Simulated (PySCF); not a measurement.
**P⁻ (phosphorus, charge -1): wB97M-V calculation**

Configuration: [Ne] 3s2 3p4, high-spin 3P determinant. All numbers are calculated (PySCF 2.14, the non-relativistic Hamiltonian (point nucleus), in aug-cc-pV(Q+d)Z with one added diffuse shell each of s, p, d, f, g type (8s7p6d4f3g, 114 functions)).

```json
{
  "Total energy": "-341.2802 hartree",
  "One-electron energy": "-475.5140 hartree",
  "Hartree (Coulomb) energy": "157.5320 hartree",
  "Exchange-correlation energy": "-23.2981 hartree",
  "Kinetic energy": "340.36123 hartree",
  "⟨S²⟩": "2.0102",
  "⟨L²⟩": "2.022",
  "Sum of ⟨r⟩": "19.22 bohr",
  "Sum of ⟨r²⟩": "51.70 bohr²",
  "Traceless quadrupole moment −½Σ⟨3z² − r²⟩ along its main axis": "-4.98 e·bohr²",
  "Density at the nucleus (Gaussians lack the cusp)": "2160 bohr⁻³",
  "Spin density at the nucleus": "-0.117 bohr⁻³",
  "Langevin diamagnetic susceptibility": "-41.0 ×10⁻⁶ cm³/mol",
  "Time after the integrals": "about 7 core-seconds"
}
```

```
shell  electrons  mean orbital energy (hartree)  spread (hartree)  rms radius, mean of both spins (bohr)
 1s α          1                      -77.15658                 0                                  0.120
 1s β          1                      -77.14945                 0                                  0.120
 2s α          1                       -6.48548                 0                                  0.566
 2s β          1                       -6.47808                 0                                  0.566
 2p α          3                       -4.59956           0.01167                                  0.543
 2p β          3                       -4.58742           0.00193                                  0.543
 3s α          1                       -0.42572                 0                                   2.16
 3s β          1                       -0.35136                 0                                   2.16
 3p α          3                       -0.07926           0.02630                                   3.16
 3p β          1                       -0.03065                 0                                   3.16
```
